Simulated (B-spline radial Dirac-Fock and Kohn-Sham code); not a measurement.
# Auger parameter of lanthanum: the K level and its strongest K-LL line

Calculated with a B-spline atomic structure program, using Dirac-Fock ΔSCF + Breit + QED. The modified Auger parameter α′ is the binding energy plus the kinetic energy of the Auger electron; it does not depend on the energy zero. For free ions it tends to fall with charge, since less charge screens the final holes.

| species | configuration | binding 1s (eV) | Auger line | kinetic (eV) | α′ (eV) |
| --- | --- | --- | --- | --- | --- |
| La | [Xe] 5d1 6s2 | 38936.2 | L2L3 J=2 | 27353.0 | 66289.2 |
| La | [Xe] 4f2 5d1 | 38923.0 | L2L3 J=2 | 27378.1 | 66301.1 |
| La | [Xe] 5d1 6s1 6p1 | 38937.2 | L2L3 J=2 | 27352.1 | 66289.2 |
| La | [Xe] 5d2 6s1 | 38933.8 | L2L3 J=2 | 27356.4 | 66290.2 |
| La⁺ | [Xe] 5d2 | 38940.0 | L2L3 J=2 | 27348.9 | 66288.9 |
| La²⁺ | [Xe] 5d1 | 38950.0 | L2L3 J=2 | 27336.8 | 66286.9 |
| La²⁺ (Watson 1.6 Å) | [Xe] 5d1 | 38933.6 | L2L3 J=2 | 27354.4 | 66288.0 |
| La²⁺ (Watson 2.7 Å) | [Xe] 5d1 | 38939.4 | L2L3 J=2 | 27347.5 | 66286.9 |
| La³⁺ | [Kr] 4d10 5s2 5p6 | 38961.5 | L2L3 J=2 | 27323.6 | 66285.0 |
| La³⁺ (Watson 1.6 Å) | [Kr] 4d10 5s2 5p6 | 38934.8 | L2L3 J=2 | 27350.4 | 66285.2 |
| La⁴⁺ | [Kr] 4d10 5s2 5p5 | 38977.2 | L2L3 J=2 | 27307.0 | 66284.2 |
| La⁵⁺ | [Kr] 4d10 5s2 5p4 | 38993.9 | L2L3 J=2 | 27289.6 | 66283.6 |
| La⁶⁺ | [Kr] 4d10 5s2 5p3 | 39011.5 | L2L3 J=2 | 27271.7 | 66283.2 |
| La⁷⁺ | [Kr] 4d10 5s2 5p2 | 39029.9 | L2L3 J=2 | 27252.8 | 66282.7 |
